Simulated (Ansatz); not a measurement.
Geometry optimisation, RKS BHLYP-D4/def2-SVP (Ansatz).

Input:

```yaml
crystal:
  periodic: [false, false, false]
  atoms:
    - { symbol: Al, position_ang: [-0.342281, 0.604486, 1.143709] }
    - { symbol: C, position_ang: [1.232463, -0.517728, 0.791918] }
    - { symbol: O, position_ang: [-0.934201, 0.39864, -0.590553] }
    - { symbol: C, position_ang: [-0.485161, -0.306798, -1.842669] }
    - { symbol: H, position_ang: [0.431553, -0.77227, -1.475831] }
    - { symbol: O, position_ang: [-1.059616, 1.470717, 2.372746] }
    - { symbol: H, position_ang: [1.748283, -0.027727, -0.038151] }
    - { symbol: H, position_ang: [0.823812, -1.461303, 0.421977] }
    - { symbol: H, position_ang: [1.974227, -0.74835, 1.561054] }
    - { symbol: H, position_ang: [-1.233663, -1.039297, -2.148066] }
    - { symbol: H, position_ang: [-0.296953, 0.419496, -2.634505] }
    - { symbol: H, position_ang: [-1.858464, 1.980135, 2.438371] }
basis:
  gaussian: { orbitals: def2-SVP }
hamiltonian:
  xc: { name: BHLYP }
  dispersion: d4
relax:
  f_tol: 0.03
  max_steps: 50
```

Command:

```bash
$ ansatz run input.yaml --threads 2 --pin off --max-ram 3072MiB --backend cpu --events-out ev --progress --plain --runs-dir out
```

Task: Where does it end, and by what steps?

Result: It converged. The force dipped under the threshold on the way, but the program's further checks kept it going. After 12 steps the energy has fallen by 1.246 eV; H8 moved furthest, 0.80 Å.

```json
{"step": "0", "energy less start (eV)": "0.0000", "largest force component (eV/Å)": "4.236", "accepted": "yes"}
{"step": "1", "energy less start (eV)": "-0.8878", "largest force component (eV/Å)": "2.106", "accepted": "yes"}
{"step": "2", "energy less start (eV)": "-1.1344", "largest force component (eV/Å)": "0.510", "accepted": "yes"}
{"step": "3", "energy less start (eV)": "-1.1979", "largest force component (eV/Å)": "0.288", "accepted": "yes"}
{"step": "4", "energy less start (eV)": "-1.2166", "largest force component (eV/Å)": "0.273", "accepted": "yes"}
{"step": "5", "energy less start (eV)": "-1.2314", "largest force component (eV/Å)": "0.225", "accepted": "yes"}
{"step": "6", "energy less start (eV)": "-1.2263", "largest force component (eV/Å)": "0.941", "accepted": "no"}
{"step": "7", "energy less start (eV)": "-1.2394", "largest force component (eV/Å)": "0.066", "accepted": "yes"}
{"step": "8", "energy less start (eV)": "-1.2445", "largest force component (eV/Å)": "0.023", "accepted": "yes"}
{"step": "9", "energy less start (eV)": "-1.2460", "largest force component (eV/Å)": "0.093", "accepted": "yes"}
{"step": "10", "energy less start (eV)": "-1.2461", "largest force component (eV/Å)": "0.087", "accepted": "yes"}
{"step": "11", "energy less start (eV)": "-1.2464", "largest force component (eV/Å)": "0.047", "accepted": "yes"}
{"step": "12", "energy less start (eV)": "-1.2464", "largest force component (eV/Å)": "0.002", "accepted": "yes"}
```

```xyz
12
Properties=species:S:1:pos:R:3
Al -0.167 0.378 0.813
C 1.490 -0.561 1.156
O -0.942 0.370 -0.684
C -0.837 -0.127 -1.967
H 0.060 -0.747 -2.112
O -0.897 1.258 2.055
H 2.298 -0.192 0.513
H 1.393 -1.633 0.955
H 1.808 -0.440 2.195
H -1.706 -0.746 -2.220
H -0.794 0.688 -2.700
H -1.706 1.753 1.997
```

Run time: 40 s on 2 threads of Arm Neoverse V1, on a shared host, peak memory 0.23 GiB.
